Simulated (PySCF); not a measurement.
A GIAO shielding run with PySCF 2.14 (density fitting, non-relativistic, gas phase) on `O=[S@@]1CC[C@@H](N[SiH3])C1`, C4H11NOSSi:

```
$ OMP_NUM_THREADS=1 python probes_run.py task.json out

{"job": {"kind": "nmr", "xc": "PBE0", "basis": "pcSseg-1"}, "charge": 0, "multiplicity": 1}
O     -2.639831     0.147984     2.209806
S     -2.576878     0.432210     0.776566
C     -1.921678    -1.132806    -0.014806
C     -0.558773    -0.829569    -0.600675
C      0.089417     0.217912     0.317359
N      1.333845     0.743542    -0.166915
Si     2.868331     0.060500     0.207857
C     -0.970683     1.301376     0.474813
H     -1.870628    -1.855392     0.797122
H     -2.644540    -1.465099    -0.755979
H      0.061254    -1.724372    -0.665895
H     -0.655195    -0.407910    -1.604914
H      0.280768    -0.235039     1.294994
H      1.221782     1.210735    -1.054720
H      2.937458     0.010351     1.666597
H      3.818991     0.986741    -0.399326
H      3.079165    -1.297741    -0.320655
H     -0.779274     1.972504     1.307816
H     -1.083334     1.873321    -0.446180
```

Hardware: 1 thread of an Arm Neoverse V1, shared host. The job also computes population analyses, field gradients, ring-centre shieldings.

Problem. How large is the calculation?

Solution. 80 electrons, 205 basis functions and 1105 auxiliary functions.

Problem. How long does it take, and how much memory does it need?

Solution. 55 s of wall time, with 15 SCF cycles and 5 response iterations; peak memory 0.93 GiB. Times on a shared host scatter by some tens of per cent.
